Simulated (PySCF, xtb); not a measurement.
BaBr₂, SMILES [Br][Ba][Br].

GFN2-xTB (xtb 6.7.1) at its own geometry gives an orbital gap of 2.01 eV and a dipole moment of 6.84 D.

Coordinates come from a B3LYP-D3(BJ)/def2-SVP optimisation. The def2 effective core potentials stand for the cores of Ba; spin–orbit coupling is left out.

Task: What does CAM-B3LYP/def2-TZVPD run with PySCF give? (The exact figures need the calculation; the answer reports its results.)

Result: gap 6.96 eV (levels -8.51 and -1.55 eV), dipole 6.82 D.
